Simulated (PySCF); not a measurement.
A structure optimised at PBE-D3(BJ)/def2-SVP, used in a PySCF frequency run:

```xyz
10

C     -1.3448    -1.9978     0.0000
C     -0.0067    -1.8263     0.0000
C      0.7250    -0.5619     0.0000
C      2.0736    -0.4688     0.0000
Br    -0.3084     1.0536     0.0000
H     -2.0294    -1.1355     0.0000
H     -1.7832    -3.0065     0.0000
H      0.6539    -2.7117     0.0000
H      2.6751    -1.3918     0.0000
H      2.5969     0.4966     0.0000
```
Charge 0, spin multiplicity 1.

Q: Write its SMILES, formula and point group.

A: C=CC(=C)Br, C4H5Br, Cs

Q: What are its rotational constants (standard atomic weights)?

A: 4.6578, 2.5132, 1.6324 GHz
